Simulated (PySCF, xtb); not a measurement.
C2H4ClFOSi, SMILES O=CC[Si@@H](F)Cl.

GFN2-xTB in xtb 6.7.1 at its own geometry gives an orbital gap of 3.89 eV and a dipole moment of 1.35 D.

Coordinates come from a PBE0-D3(BJ)/def2-SVP optimisation. The structure was generated by enumeration; whether it is a known compound was not checked. The values are those of a single conformer.

Task: What does PBE/def2-TZVP run with PySCF give? (An estimate is asked for; the answer gives what the named calculation found.)

Result: gap 3.87 eV (levels -6.22 and -2.35 eV), dipole 1.36 D.
